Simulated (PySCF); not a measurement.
## Level sweep

Species: vinyl bromide, C₂H₃Br.
SMILES with atom numbers: `[CH2:1]=[CH:2][Br:3]` (hydrogens: H4, H5 on C1; H6 on C2)

PySCF, dipoles from the SCF density, polarisabilities from static response with core orbitals frozen. Geometry: PBE0-D3(BJ)/def2-SVP; no solvent, vibrations or thermal averaging. Relativistic effects, spin–orbit coupling among them, are left out although an element past zinc is present.

How do dipole and polarisability depend on functional and basis here?

| level | μ (D) | error (%) | α (Å³) | error (%) | anisotropy (Å³) |
| --- | --- | --- | --- | --- | --- |
| LDA/def2-SVPD | 1.349 | -5.0 | 7.33 | -3.4 | 4.26 |
| PBE/def2-SVPD | 1.324 | -6.7 | 7.30 | -3.9 | 4.25 |
| B3LYP/def2-SVPD | 1.402 | -1.3 | 7.17 | -5.5 | 4.16 |
| PBE0/def2-SVPD | 1.442 | +1.6 | 7.08 | -6.7 | 4.08 |
| BHandHLYP/def2-SVPD | 1.521 | +7.1 | 6.98 | -8.0 | 4.04 |
| CAM-B3LYP/def2-SVPD | 1.463 | +3.1 | 7.06 | -7.0 | 4.04 |
| wB97X-D/def2-SVPD | 1.494 | +5.2 | 7.08 | -6.7 | 3.99 |
| LC-wPBE/def2-SVPD | 1.517 | +6.8 | 6.88 | -9.4 | 3.87 |
| HF/def2-SVPD | 1.708 | +20.3 | 6.90 | -9.1 | 4.01 |

Reference dipole: 1.420 D (measured, gas; NIST CCCBDB Release 22 (SRD 101), experimental dipoles). Reference dipole: 1.420 D (measured, unstated (gas or solution; conformer average); Muller, Mokrushina, Arlt, J. Chem. Eng. Data 57 (2012) 1231, supporting information). Reference polarisability: 7.590 Å³ (measured, gas; NIST CCCBDB Release 22 (SRD 101), experimental polarizabilities). Errors are taken against the first value of each kind. The anisotropy is √(½[(α1 − α2)² + (α2 − α3)² + (α3 − α1)²]). For the dipole, the smallest error is 1.3% (B3LYP/def2-SVPD) and the largest 20.3% (HF/def2-SVPD). For the polarisability, the smallest error is 3.4% (LDA/def2-SVPD) and the largest 9.4% (LC-wPBE/def2-SVPD). The dipole runs from 1.32 D (PBE/def2-SVPD) to 1.71 D (HF/def2-SVPD). In one basis (def2-SVPD) the functionals order the polarisability from LC-wPBE (lowest) to LDA (highest), a spread of 7%. Measured values can belong to vibrating molecules; the computed ones are for one fixed geometry.
